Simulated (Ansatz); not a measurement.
Consider the redistribution: `C[SiH2]S[SiH2]Cl` + `CC1=CB(F)C1` → `C[SiH2]S[SiH2]F` + `CC1=CB(Cl)C1`.

Gas-phase electronic energies from Ansatz, PBE0-D4/def2-TZVP geometries. CBS: MP2 limit from def2 TZ/QZ plus the TZ coupled-cluster correction, frozen cores. Functionals use def2-TZVPP. Each species was taken in one conformer, which may not be the lowest.

`C[SiH2]S[SiH2]Cl`:

Cartesian coordinates in Å:
```
C -0.652 1.903 0.231
Si -0.242 0.576 -1.007
S -1.089 -1.320 -0.444
Si 0.666 -1.994 0.538
Cl 0.173 -3.619 1.685
H -1.733 2.021 0.323
H -0.224 2.860 -0.081
H -0.250 1.649 1.214
H -0.790 0.896 -2.349
H 1.233 0.395 -1.117
H 1.702 -2.422 -0.428
H 1.206 -0.945 1.436
```

`CC1=CB(F)C1`:

Z-matrix (Å, degrees):
```
C
C 1 1.480
H 1 1.095 2 110.0
H 1 1.095 2 109.9 3 -116.6
H 1 1.091 2 112.4 3 121.7
C 2 1.355 1 132.1 3 -121.9
B 2 2.001 3 150.1 1 -176.5
C 2 1.526 1 126.3 3 58.2
H 6 1.083 2 128.7 1 0.1
F 7 1.320 3 165.8 1 177.5
H 8 1.095 2 114.7 1 62.9
H 8 1.095 2 114.6 1 -63.5
```

`C[SiH2]S[SiH2]F`:

Cartesian coordinates in Å:
```
C -0.846 -0.879 1.464
Si -1.175 -0.353 -0.290
S -0.416 1.627 -0.677
Si 1.606 1.130 -1.017
F 2.277 0.504 0.296
H -1.262 -1.874 1.646
H 0.228 -0.909 1.656
H -1.301 -0.179 2.167
H -2.630 -0.264 -0.570
H -0.539 -1.290 -1.254
H 1.744 0.104 -2.076
H 2.315 2.385 -1.346
```

`CC1=CB(Cl)C1`:

Cartesian coordinates in Å:
```
C -0.263 1.701 0.191
C -0.173 0.228 0.080
C -1.058 -0.764 0.349
B 0.000 -1.762 -0.103
Cl 0.090 -3.497 -0.262
C 1.028 -0.579 -0.401
H -1.236 2.031 0.557
H -0.071 2.160 -0.785
H 0.518 2.072 0.862
H -2.071 -0.696 0.722
H 1.918 -0.498 0.230
H 1.319 -0.397 -1.440
```

```tsv
species	ωB97X-V energy (Eh)
`C[SiH2]S[SiH2]Cl`	-1479.64374
`CC1=CB(F)C1`	-280.77959
`C[SiH2]S[SiH2]F`	-1119.36701
`CC1=CB(Cl)C1`	-641.05470
```

Work out ΔE.

ΔE = (-1119.36701) + (-641.05470) − (-1479.64374) − (-280.77959) = 0.00162 Eh = +4.3 kJ/mol. CCSD(T)/CBS gives +2.1 kJ/mol.

Largest T1 diagnostic among the species: 0.012.

In def2-TZVPP, CCSD(T) changes the Hartree–Fock value by −3.4 kJ/mol (the triples alone add −0.9 kJ/mol) and MP2 by −5.4 kJ/mol.
